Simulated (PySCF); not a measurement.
Species: CH8ClO2Si3 (doublet state).
Numbering: `[CH3:1][Si@H:2]([O:3][SiH3:4])[O:5][SiH:6][Cl:7]` (hydrogens: H8, H9, H10 on C1; H11 on Si2; H12, H13, H14 on Si4; H15 on Si6)

Geometry (GFN2-xTB, Å), atoms numbered from 1 in this order:
```
atom  x, y, z in Å
C1     0.9805   -1.9464   -0.3601
Si2    0.0672   -0.8036    0.8349
O3    -1.3199   -0.3334    0.1461
Si4   -2.3261    0.8652   -0.2843
O5     0.9702    0.5156    1.1479
Si6    1.5355    1.9733    0.7337
Cl7    1.7864    2.0926   -1.2679
H8     0.3731   -2.8074   -0.6189
H9     1.2355   -1.4320   -1.2837
H10    1.9026   -2.3118    0.0809
H11   -0.2348   -1.3261    2.1579
H12   -3.2781    0.1851   -1.1584
H13   -2.9415    1.3921    0.9343
H14   -1.5704    1.9121   -0.9723
H15    2.8153    2.0327    1.4239
```

The hyperfine couplings belong to this conformer and change with its torsions.

Method used: UKS B3LYP, pcH-1 on C Cl H O Si, non-relativistic, mean-field spin-orbit, GIAO in PySCF 2.14.0. The structure is a single GFN2-xTB conformer in the gas phase; no vibrational or solvent corrections. GFN2-xTB frequencies show an imaginary mode (21i cm⁻¹), so this geometry is no minimum at that level. Couplings are sensitive to structure, and on GFN2-xTB geometries they can be far from those on DFT ones, by a factor of two or more for some ions and for spin on atoms past the first row. Stability of the SCF solution: not tested.

Predict the first-order ENDOR lines of H15, H12/H13/H14, H11, H8/H9/H10 and Cl7 under fast tumbling at B = 1211.9 mT (Q band).

For S = 1/2 in fast tumbling each set of equivalent nuclei gives two lines, ν± = |νn ± a/2| to first order, with νn = g_N μN B/h and μN/h = 7.62259 MHz/T.

```csv
nuclei,isotope,g_N,νn (MHz),a_iso (MHz),lower line (MHz),upper line (MHz)
H15,1H,5.5857,51.60,198.05,47.43,150.62
H12/H13/H14,1H,5.5857,51.60,1.22,50.99,52.21
H11,1H,5.5857,51.60,-0.68,51.26,51.94
H8/H9/H10,1H,5.5857,51.60,0.51,51.34,51.86
Cl7,35Cl,0.5479,5.06,28.65,9.26,19.39
```

Which pairs are centred on the nuclear Larmor frequency, and which on half the coupling?

Centred on νn, since |a| < 2νn: H12/H13/H14, H11 and H8/H9/H10. Centred on |a|/2 and split by 2νn: H15 and Cl7.

Class means assume fast exchange of nuclei equivalent by connectivity; if that motion is slow, each nucleus keeps its own coupling.

Main isotope only: 35Cl (natural samples also hold 24 % 37Cl, magnetic too, which adds its own pattern).

The run took 2.2 min of wall time (grids of density and orbitals included) on one thread, Arm Neoverse V2 (aarch64) (shared host), and the process peaked at 1.1 GiB of memory.
